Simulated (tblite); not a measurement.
Compound: C2H11FO2Si3.
Atom-mapped SMILES: `[CH3:1][Si@@H:2]([OH:3])[Si@@:4]([CH3:5])([F:6])[O:7][SiH3:8]` (hydrogens: H9, H10, H11 on C1; H12 on Si2; H13 on O3; H14, H15, H16 on C5; H17, H18, H19 on Si8)

Structure optimised with GFN2-xTB, isolated species.

List the bond lengths, angles and torsions at this level.

```tsv
bond	length (Å)
C1–Si2	1.907
Si2–O3	1.636
Si2–Si4	2.285
Si4–C5	1.900
Si4–F6	1.625
Si4–O7	1.621
O7–Si8	1.619
C1–H9, C1–H10, C1–H11	1.086
Si2–H12	1.479
O3–H13	0.954
C5–H14, C5–H15, C5–H16	1.087
Si8–H17, Si8–H18, Si8–H19	1.462
```

Bonds in one row agree within 0.01 Å and their mean is given. A selection of angles:
```tsv
angle	degrees
C1–Si2–O3	110.1
C1–Si2–Si4	113.3
O3–Si2–Si4	102.9
Si2–Si4–C5	121.5
Si2–Si4–F6	107.4
Si2–Si4–O7	111.0
C5–Si4–F6	105.4
C5–Si4–O7	107.9
F6–Si4–O7	101.6
Si4–O7–Si8	156.1
H13–O3–Si2	122.6
```

Dihedral angles: C1–Si2–Si4–C5 -45° (synclinal); Si2–Si4–O7–Si8 45° (synclinal); H13–O3–Si2–C1 -52° (synclinal).

O7 (siloxane oxygen) is bent (angle 156.1°). Si8 (oxygen-bound silicon) is distorted tetrahedral (angles from 104.4° to 112.9°). Si2 (oxygen-bound silicon) is distorted tetrahedral (angles from 102.9° to 116.4°). Si4 (fluorine-bound silicon) is distorted tetrahedral (angles from 101.6° to 121.5°).

Point group: C1 (no symmetry element, even within 0.4 Å). Its lowest GFN2-xTB frequency is 7 cm⁻¹, too small to tell a flat minimum from a shallow saddle. One conformer, not necessarily the lowest (C1–Si2–O3–H -52°, C1–Si2–Si4–C5 -45°, Si2–Si4–O7–Si8 45°).

These are computed values.
